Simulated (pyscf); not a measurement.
Hydrogen shift: `[SiH3][AsH]` [doublet] → `[SiH2][AsH2]` [doublet]

Gas phase, doublet surface, charge 0. Bonds broken: Si2–H3. Bonds formed: As1–H3. Structures and frequencies: ωB97X-D3(BJ)/def2-SVP in PySCF. MP2 and CC: frozen core, UHF for open shells. ΔMP2 is the change of the MP2 total energy from the triple- to the quadruple-zeta basis.

Transition state (Å):

```xyz
6

As    -0.0017     0.4466     1.4126
Si     1.2354    -0.0035    -0.5295
H      0.2448    -1.0079     0.3640
H      0.4839    -0.1399    -1.8045
H      2.4943    -0.7906    -0.4656
H      1.1657    -0.0895     2.2295
```

One imaginary mode, 1233i cm⁻¹; descent along it reached the two sides named, in the forms told below.

```json
[
 {"bond": "Si2–H3", "change": "breaks", "reactant side (Å)": "1.493", "saddle": "1.670", "product side": "2.9"},
 {"bond": "As1–H3", "change": "forms", "reactant side (Å)": "3.2", "saddle": "1.810", "product side": "1.523"}
]
```

Electronic energies relative to the reactant's lowest minimum found (eV):

```
level                             barrier  reaction energy  reverse barrier
--------------------------------  -------  ---------------  ---------------
ωB97X-D3(BJ)/def2-TZVP               1.68            +0.63             1.06
PBE/def2-TZVP                        1.27            +0.50             0.77
r²SCAN/def2-TZVP                     1.41            +0.54             0.86
B3LYP-D3(BJ)/def2-TZVP               1.54            +0.60             0.93
PBE0-D3(BJ)/def2-TZVP                1.46            +0.56             0.90
M06-2X/def2-TZVP                     1.64            +0.73             0.91
ωB97M-D3(BJ)/def2-TZVP               1.64            +0.71             0.92
HF/def2-TZVP                         2.20            +0.82             1.39
MP2/def2-QZVPP                       1.70            +0.61             1.08
CCSD/def2-TZVPP                      1.71            +0.66             1.06
CCSD(T)/def2-TZVPP                   1.61            +0.62             0.99
CCSD(T)/def2-TZVPP + ΔMP2(QZVPP)     1.59            +0.63             0.97
```

With CCSD(T)/def2-TZVPP + ΔMP2(QZVPP) energies and thermal terms (ideal gas, 1 atm, RRHO with modes under 100 cm⁻¹ raised to 100, one conformer, R ln 2 for chiral ones without a mode under 150 cm⁻¹), in eV:

```
T (K)   ΔH‡   ΔG‡     ΔH     ΔG
-----  ----  ----  -----  -----
298    1.50  1.51  +0.62  +0.62
600    1.49  1.52  +0.62  +0.61
900    1.47  1.54  +0.62  +0.60
1200   1.46  1.56  +0.62  +0.60
```

On the product side the descent ends in a point that may be a rotor saddle (no frequency run), 0.06 eV over the lowest minimum found and 0.99 eV under the saddle at ωB97X-D3(BJ)/def2-TZVP. This is the saddle that the search found; another between the same sides may lie lower. The CCSD(T) − MP2 part came from Ansatz, without density fitting, on the same reference. The frozen core leaves the outer d or s,p core shells of the metals and heavy elements correlated in the MP2 and CC values, and def2-TZVPP describes them poorly, which can shift differences by a few kcal/mol. Elements up to Kr have no core potential and no relativistic terms here.
